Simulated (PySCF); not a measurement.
Isomers of C4H9ClO2Si2, one GFN2-xTB conformer each. Single-point energies are computed at PBE0/pcSseg-1 (PySCF, gas phase, no added dispersion term), electronic only.

```csv
SMILES,GFN2-xTB relative energy (kJ/mol)
C=C1[SiH2]O[Si@@]1(Cl)COC,271.1
C#C[Si@@H](OCC)O[SiH2]Cl,49.4
C=C([SiH2]O[SiH2]Cl)C(C)=O,85.4
C=C[Si@]1(Cl)OCC[SiH2]O1,0.0
CC(=O)[C@@H]1C[SiH2]O[Si@H]1Cl,28.5
```

Conformers: `[CH2:1]=[C:2]1[SiH2:3][O:4][Si@@:5]1([Cl:6])[CH2:7][O:8][CH3:9]` with O4–Si5–C7–O8 66°, Si5–C7–O8–C9 -176°; `[CH:1]#[C:2][Si@@H:3]([O:4][CH2:5][CH3:6])[O:7][SiH2:8][Cl:9]` with C2–Si3–O4–C5 -55°, Si3–O4–C5–C6 158°, C2–Si3–O7–Si8 -67°, Si3–O7–Si8–Cl9 129°; `[CH2:1]=[C:2]([SiH2:3][O:4][SiH2:5][Cl:6])[C:7]([CH3:8])=[O:9]` with C1–C2–Si3–O4 -149°, C2–Si3–O4–Si5 23°, Si3–O4–Si5–Cl6 152°, C1–C2–C7–C8 -61°; `[CH2:1]=[CH:2][Si@:3]1([Cl:4])[O:5][CH2:6][CH2:7][SiH2:8][O:9]1` with C1–C2–Si3–Cl4 4°, C2–Si3–O5–C6 -143°, Si3–O5–C6–C7 55°, O5–C6–C7–Si8 -60°, C6–C7–Si8–O9 39°; `[CH3:1][C:2](=[O:3])[C@@H:4]1[CH2:5][SiH2:6][O:7][Si@H:8]1[Cl:9]` with C1–C2–C4–C5 -154°, C2–C4–C5–Si6 -73°, C4–C5–Si6–O7 -31°, C5–Si6–O7–Si8 10°, Si6–O7–Si8–Cl9 -106°.

Question: What does PBE0/pcSseg-1 give for the same structures?

Answer: 
```json
{"SMILES": "C=C[Si@]1(Cl)OCC[SiH2]O1", "PBE0/pcSseg-1 E (Eh)": "-1346.82033", "PBE0/pcSseg-1 (kJ/mol)": "0.0", "GFN2-xTB (kJ/mol)": "0.0", "point group": "C1"}
{"SMILES": "CC(=O)[C@@H]1C[SiH2]O[Si@H]1Cl", "PBE0/pcSseg-1 E (Eh)": "-1346.80081", "PBE0/pcSseg-1 (kJ/mol)": "51.2", "GFN2-xTB (kJ/mol)": "28.5", "point group": "C1"}
{"SMILES": "C#C[Si@@H](OCC)O[SiH2]Cl", "PBE0/pcSseg-1 E (Eh)": "-1346.76359", "PBE0/pcSseg-1 (kJ/mol)": "149.0", "GFN2-xTB (kJ/mol)": "49.4", "point group": "C1"}
{"SMILES": "C=C([SiH2]O[SiH2]Cl)C(C)=O", "PBE0/pcSseg-1 E (Eh)": "-1346.75942", "PBE0/pcSseg-1 (kJ/mol)": "159.9", "GFN2-xTB (kJ/mol)": "85.4", "point group": "C1"}
{"SMILES": "C=C1[SiH2]O[Si@@]1(Cl)COC", "PBE0/pcSseg-1 E (Eh)": "-1346.73432", "PBE0/pcSseg-1 (kJ/mol)": "225.8", "GFN2-xTB (kJ/mol)": "271.1", "point group": "C1"}
```

Both levels put the same isomer lowest; measured from each level's own lowest isomer, the values differ by up to 99.6 kJ/mol (C#C[Si@@H](OCC)O[SiH2]Cl: 49.4 against 149.0). As drawn, the highest has a four-membered ring, which the lowest lacks.

Question: Which frontier levels, dipoles and rotational constants go with these structures?

Answer: 
```json
{"SMILES": "C=C[Si@]1(Cl)OCC[SiH2]O1", "HOMO (eV, PBE0/pcSseg-1)": "-8.15", "LUMO (eV)": "-0.48", "dipole (D)": "2.48", "A, B, C (MHz)": "1563, 728.9, 700.1"}
{"SMILES": "CC(=O)[C@@H]1C[SiH2]O[Si@H]1Cl", "HOMO (eV, PBE0/pcSseg-1)": "-7.50", "LUMO (eV)": "-0.83", "dipole (D)": "2.97", "A, B, C (MHz)": "1373, 892.1, 648.2"}
{"SMILES": "C#C[Si@@H](OCC)O[SiH2]Cl", "HOMO (eV, PBE0/pcSseg-1)": "-8.46", "LUMO (eV)": "-0.30", "dipole (D)": "3.00", "A, B, C (MHz)": "1551, 480.7, 401.4"}
{"SMILES": "C=C([SiH2]O[SiH2]Cl)C(C)=O", "HOMO (eV, PBE0/pcSseg-1)": "-7.71", "LUMO (eV)": "-1.67", "dipole (D)": "5.31", "A, B, C (MHz)": "2010, 531.7, 451.6"}
{"SMILES": "C=C1[SiH2]O[Si@@]1(Cl)COC", "HOMO (eV, PBE0/pcSseg-1)": "-7.62", "LUMO (eV)": "-0.96", "dipole (D)": "2.59", "A, B, C (MHz)": "1058, 832.7, 626.0"}
```
